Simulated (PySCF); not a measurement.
Species: GaH2Br.
Cartesian coordinates in Å at the PBE0-D3(BJ)/def2-SVP level; atoms count from 1:
```
atom  x, y, z in Å
Ga1    0.119    0.207   -0.002
H2     1.673    0.084    0.007
H3    -0.762    1.494   -0.027
Br4   -1.030   -1.785    0.023
```

Computed, not measured: PySCF 2.14.0, density-fitted response routines, TDDFT CAM-B3LYP/def2-SVPD, vertical, gas phase, core orbitals frozen in the response. Relativistic effects, spin–orbit coupling among them, are left out although an element past zinc is present.

Transition dipole moments from the ground state, in atomic units and in the frame of the coordinates above (overall signs are arbitrary), for the states with f of 0.002 or more among the lowest 11:

```
state  E (eV)      μx      μy      μz
   S2   5.889   0.274   0.475  -0.005
   S3   6.207   0.002  -0.002  -0.204
   S5   6.515   0.504  -0.290   0.007
   S6   6.938   0.003  -0.007  -0.459
   S9   8.048  -0.003   0.010   0.646
  S10   8.334   0.860   1.474  -0.019
  S11   8.442  -0.474   0.309  -0.007
```

Question: What oscillator strength does each state have?

Answer: f = (2/3) ΔE |μ|² with ΔE in hartree (27.2114 eV).

```csv
state,|μ|² (au),|μ| (D),f
S2,0.301,1.39,0.043
S3,0.042,0.52,0.006
S5,0.338,1.48,0.054
S6,0.210,1.17,0.036
S9,0.418,1.64,0.082
S10,2.913,4.34,0.595
S11,0.320,1.44,0.066
```

Question: Label these states by symmetry in C2v.

Answer: From a totally symmetric ground state, an allowed state transforms like the component of the dipole operator along its μ. Polarised along the twofold axis, so A1: S2 and S10. Polarised across the twofold axis, so B1 or B2: S3, S5, S6, S9 and S11. Which of B1 and B2 hangs on the choice of axes; S3, S6 and S9 take one label and S5 and S11 the other.

Question: All atoms lie in one plane. Which transitions are polarised in it and which across it?

Answer: In the plane: S2, S5, S10 and S11. Perpendicular: S3, S6 and S9. 

Question: What angle do the transition dipoles of S5 and S6 make?

Answer: |cos θ| = |μa·μb| / (|μa| |μb|) = 0.00, so θ ≈ 90° (taken between 0 and 90°, since the signs are arbitrary).

Question: What peak molar absorption coefficient would the strongest computed level give as a lone Gaussian band 0.3 eV wide at half height?

Answer: ε(max) = 2.175×10⁸ f / FWHM, with the width in cm⁻¹. S10: 2.175×10⁸ × 0.5948 / 2420 ≈ 53000 L mol⁻¹ cm⁻¹.

All these states lie below the vertical ionisation energy of 10.53 eV (ΔSCF).

Time: 21 s. Hardware: one thread of an Arm Neoverse V1, on a shared host.
